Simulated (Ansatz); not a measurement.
Gas-phase electronic energies from Ansatz, PBE0-D4/def2-TZVP geometries. CBS: MP2 limit from def2 TZ/QZ plus the TZ coupled-cluster correction, frozen cores. DFT in def2-TZVPP. For As outer-core shells are correlated without core-valence functions, which leaves a few kJ/mol of doubt a bond. Scalar relativity is left out up to krypton.

Consider the isomerisation: `C[SiH2][AsH2]` → `C[AsH][SiH3]`.

```json
{"level": "BLYP-D4", "ΔE (kJ/mol)": "30.7"}
{"level": "MP2/def2-TZVPP", "ΔE (kJ/mol)": "30.4"}
```

Q: What does CCSD(T)/CBS give? (Estimate.)

A: Computed: +33.4 kJ/mol. The listed levels differ from it by -2.7, -3.0 kJ/mol.

Q: What do rigid-rotor, harmonic-oscillator terms from PBE0-D4/def2-TZVP frequencies (298.15 K, 1 bar) make of the CCSD(T)/CBS value? (Estimate.)

A: Ansatz gave: ΔZPE = +1.2 kJ/mol, ΔH = +34.6 kJ/mol, ΔS = 0 J/(mol·K), ΔG = +34.6 kJ/mol.

Largest T1 diagnostic among the species: 0.011.

Leaving LDA and LC-ωPBE aside and taking each functional with its dispersion term where it has one, the values, not all of them listed here, spread over 6.3 kJ/mol, from BLYP-D4 to B97M-V. LDA lies +4.6 kJ/mol from PBE without D4.
